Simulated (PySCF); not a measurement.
Species: C2H5ClO2Si.
Atom-mapped SMILES: `[Cl:1][SiH:2]1[O:3][CH2:4][CH2:5][O:6]1`

Probes without a nucleus sit at each ring's centroid and 1 Å off its mean plane on both sides; NICS is minus the shielding there, NICSzz its component along the normal. Level: GIAO B97-2/pcSseg-2 (PySCF, non-relativistic, gas phase) on the PBE0-D3(BJ)/def2-SVP geometry, one conformer.

Ring bond lengths (Å): Si2–O3 1.664, O3–C4 1.418, C4–C5 1.537, C5–O6 1.419, O6–Si2 1.664.

Task: Give the NICS values of each ring in ppm.

Result: 
```json
{"ring": "Si2–O3–C4–C5–O6", "type": "5-membered ring with 2 O and Si; formal bonds all single", "NICS(0)": "-6.7", "NICS(1), two faces": "-2.3 / -2.0", "NICS(1)zz, two faces": "-4.9 / -3.0", "rms pucker (Å)": "0.13", "centre to ring atoms, mean (Å)": "1.30"}
```

Task: What do they say, and how far can they be read as aromaticity?

Result: 
- Si2–O3–C4–C5–O6: mean NICS(1)zz -3.9 ppm, shielded. Si2, C4, C5 have four or more neighbours; no verdict on aromaticity is drawn.

Task: At the second NICS(1) probe listed for ring Si2–O3–C4–C5–O6, 1 Å off the ring, how large is the induced field along the normal in 11.7 T applied along it?

Result: NICSzz × B0 = -3.0 ppm × 11.7 T = -35 μT, against the applied field.

Task: How shielded are the nuclei of the rings and their hydrogens (means over atoms taken as equivalent)?

Result: 
| atoms | environment | σ isotropic (ppm) |
| --- | --- | --- |
| Si2 | chlorine-bound silicon | 359.8 |
| O3 (×2) | silyl ether oxygen | 262.3 |
| C4 (×2) | sp3 carbon bound to oxygen | 115.1 |
| H on Si2 | Si–H hydrogen | 25.89 |
| H on C4 (×2) | methylene hydrogen | 27.34 |
| H on C4 (×2) | methylene hydrogen | 27.45 |

Task: How do the values depend on the level or the medium?

Result: 
```tsv
level	NICS(0), Si2–O3–C4–C5–O6	mean NICS(1)zz, Si2–O3–C4–C5–O6
B97-2/pcSseg-2, gas	-6.7	-3.9
PBE0/pcSseg-1, gas	-7.4	-4.4
PBE0/pcSseg-1, IEF-PCM acetonitrile	-7.4	-4.4
PBE0/pcSseg-1, IEF-PCM benzene	-7.4	-4.4
```

The geometry is the same throughout; the continuum's cavity takes Bondi-type radii × 1.2.
